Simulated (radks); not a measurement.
The nuclear charge of the cobalt ion Co+ is varied continuously with 26 electrons held in [Ar] 3d8. Calculated with a radial shooting solver on a logarithmic mesh with Libxc functionals: non-relativistic Kohn-Sham, r2SCAN, spin-polarised, spherical densities, point nucleus; open shells are filled with parallel spins first; meta-GGA in the generalised Kohn-Sham scheme. By the Hellmann-Feynman theorem dE/dZ = E(electron-nucleus)/Z, the electronic potential at the nucleus.

Z     E (hartree)  E(electron-nucleus)/Z (hartree)  HOMO  e(HOMO) (eV)  <r> HOMO (bohr)
26.5  -1322.18840                         -118.911    3d        -4.819            1.332
27    -1382.39342                         -121.904    3d       -10.900            1.164
27.5  -1444.08889                         -124.874    3d       -18.391            1.056
28    -1507.26527                         -127.829    3d       -27.103           0.9755

The central difference of E at Z = 27 is -121.900 hartree, to compare with the third column; the second derivative is -5.96 hartree.
